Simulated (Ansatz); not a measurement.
`B1CCCS1`. Total charge 0; spin multiplicity 1.

```xyz
12

B     1.275    0.595    0.757
C     0.631    0.625   -0.675
C    -0.417   -0.489   -0.710
C    -1.075   -0.575    0.659
S     0.236   -0.269    1.899
H     2.303    1.083    1.112
H     0.155    1.611   -0.791
H     1.355    0.550   -1.490
H     0.082   -1.440   -0.920
H    -1.172   -0.339   -1.488
H    -1.840    0.193    0.793
H    -1.531   -1.546    0.855
```

(1) Give the diagnostics of a CCSD(T)/def2-TZVPP run (frozen core, Ansatz). (Best estimate.)

Answers

(1) Computed: T1 = 0.0130, largest single amplitude 0.036, largest double 0.040, (T) share of the correlation energy 4.3 %, 9 CCSD cycles. The RHF solution is stable towards an unrestricted one. T1 lies under the customary mark of 0.02 for closed shells.
